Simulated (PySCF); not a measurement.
## Correlation energy of Fe+ (iron, charge +1)

[Ar] 3d6 4s1, high-spin 6D determinant. Calculation: PySCF 2.14, in x2c-SVPall; the spin-free X2C one-electron Hamiltonian (Gaussian nucleus). Frozen: [Ar]; 7 electrons correlated.

MP2 pair energies summed by pair of shells (mhartree):

| pair | energy | share (%) |
| --- | --- | --- |
| 3d-3d | -78.08 | 92.4 |
| 3d-4s | -6.44 | 7.6 |

Total MP2 correlation energy: -84.52 mhartree.

Same-spin part -50.37 and opposite-spin part -34.15 mhartree; SCS-MP2 scales them by 1/3 and 6/5 to -57.77 mhartree.
